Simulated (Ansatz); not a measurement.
`BCB(C)O` + HBr → `CB(O)Br` + `BC` at 600 K and 1 bar (ligand exchange at a B–C bond).

Program: Ansatz. Geometries: PBE0-D4/def2-TZVP. ΔE: electronic, gas phase. CBS: MP2 limit from def2 TZ/QZ plus the TZ coupled-cluster correction, frozen cores. This one scheme is used for every species. For Br outer-core shells are correlated without core-valence functions, which leaves a few kJ/mol of doubt a bond. Scalar relativity is left out up to krypton. One conformer a species, not always the lowest.

```tsv
species	CCSD(T)/CBS energy (Eh)	H − E (kJ/mol)	S (J/(mol·K))
`BCB(C)O`	-205.74139	339.5	453.5
HBr	-2573.91920	33.5	219.1
`CB(O)Br`	-2713.85644	195.4	385.1
`BC`	-65.83255	180.5	296.9
```

H − E and S are ideal-gas, rigid-rotor, harmonic terms from PBE0-D4/def2-TZVP, for one conformer and one mirror image of each species. 1 Eh = 2625.50 kJ/mol, R = 8.31446 J/(mol·K).

**Question.** By hand: ΔE, ΔH, ΔS and ΔG.

**Answer.** ΔE = (-2713.85644) + (-65.83255) − (-205.74139) − (-2573.91920) = -0.02840 Eh = -74.6 kJ/mol. Δ(H − E) = 195.4 + 180.5 − 339.5 − 33.5 = 2.9, so ΔH = -71.7 kJ/mol. ΔS = 385.1 + 296.9 − 453.5 − 219.1 = 9.4 J/(mol·K). ΔG = -71.7 − 600 × (9.4)/1000 = -77.3 kJ/mol.

**Question.** By hand: the equilibrium constant, and the temperature at which ΔG would vanish if ΔH and ΔS stayed fixed.

**Answer.** log₁₀ K = −ΔG/(RT ln 10) = 6.7. ΔH and −TΔS have one sign here, so there is no such temperature.

The number of gas molecules stays the same, so ΔS is small and ΔH decides. A doubt of 5 kJ/mol in ΔE shifts log₁₀ K by 0.4 here. Other conformers and mirror images would add mixing entropy, several J/(mol·K) or more a flexible species. Modes under 60 cm⁻¹, often nearly free rotors, make the harmonic entropy too high. These are equilibria of isolated gas molecules and say nothing of rates. Largest T1 diagnostic: 0.012 (customary marks: 0.02 for closed shells, 0.045 for open ones).

ΔS is within the doubt of such terms, so its sign, and with it that verdict, could turn.
